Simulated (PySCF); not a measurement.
Species: 2,4-hexanedione, C6H10O2.
Structure used (PBE0-D3(BJ)/def2-SVP), in Å, numbered top down from 1:
```xyz
18
C6H10O2 angstrom
C      2.5985    0.3990   -0.7307
C      1.5011   -0.2600    0.0777
C      0.2881   -0.6332   -0.7338
O      0.2297   -0.5113   -1.9338
C     -0.9210   -1.1073    0.0643
C     -1.7606    0.1316    0.3607
C     -2.7552    0.5124   -0.6979
O     -1.5734    0.7770    1.3626
H      2.2439    1.3363   -1.1836
H      2.9254   -0.2535   -1.5529
H      3.4690    0.6290   -0.1001
H      1.1456    0.3771    0.9083
H      1.8546   -1.1846    0.5703
H     -1.4789   -1.8263   -0.5507
H     -0.6172   -1.5535    1.0202
H     -3.5763   -0.2227   -0.7098
H     -2.2758    0.4720   -1.6887
H     -3.1604    1.5118   -0.4972
```

Linear response at CAM-B3LYP/def2-SVPD (PySCF, frozen core in the response, non-relativistic).

Static isotropic polarisability: 77.48 au (11.48 Å³), principal values 67.1, 78.8, 86.6 au.

(1) What is the polarisability at 1064 nm and at the sodium D line?

(2) What is the isotropic C6 coefficient between two such molecules, C6 = (3/π)∫α(iω)² dω?

(3) Which effective excitation energy ω̄ makes London's formula C6 = (3/4)α²ω̄ exact here?

(4) What n − 1 at the D line would an ideal gas of it have at 273.15 K and 1 atm (2.6868 × 10¹⁹ cm⁻³), by n − 1 = 2π·N·α′?

(5) What molar refraction at the D line follows from R = (4π/3)·N_A·α′, with α′ the polarisability volume?

(6) What three-body coefficient follows from the one-pole estimate C9 = (3/4)·α·C6?

(7) How many electrons N does the Slater–Kirkwood formula C6 = (3/4)·√N·α^(3/2) need to give this C6?

(8) The lowest 6 singlets have (eV, f): 4.31, 0.006; 4.49, 0.000; 6.55, 0.000; 7.00, 0.053; 7.31, 0.118; 7.53, 0.011. What share of the static polarisability do they carry in the sum over states α = Σ f/ω²?

(9) How anisotropic is the static polarisability, by Δα² = ½[(α1 − α2)² + (α2 − α3)² + (α3 − α1)²]?

Answers

(1) 78.04 au at 1064 nm (+0.7 %), 79.36 au at 589.3 nm (+2.4 %). The rise at 589.3 nm is 3.37 times that at 1064 nm; a pure ω² law gives 3.26. The lowest singlet lies at 287 nm, shorter than both wavelengths.

(2) 2697 au (Eh·bohr⁶) by a ten-point quadrature over imaginary frequencies, which is 1610 eV·Å⁶ or 155 J·nm⁶/mol.

(3) ω̄ = 4·C6/(3α²) = 0.599 Eh = 16.3 eV. A one-pole form α(ω) = α/(1 − ω²/ω̄²) fitted to the 1064 nm value gives 13.8 eV.

(4) 19.85 × 10⁻⁴, a formal value whether or not that pressure can be reached.

(5) α′ = 11.76 Å³ gives R = 29.67 cm³/mol, for isolated, non-vibrating species.

(6) 157000 au. This is an estimate from the two numbers above, not a computed integral.

(7) N = (4·C6/3)²/α³ = 27.8; the species has 62 electrons in all.

(8) 2.83 au, 3.7 % of α; the largest term, 1.64 au, is that of the state at 7.31 eV. Their oscillator strengths add up to 0.19. Higher states carry the rest.

(9) Δα = 17.0 au, or 0.22 of the isotropic value.

One conformer stands for the species.
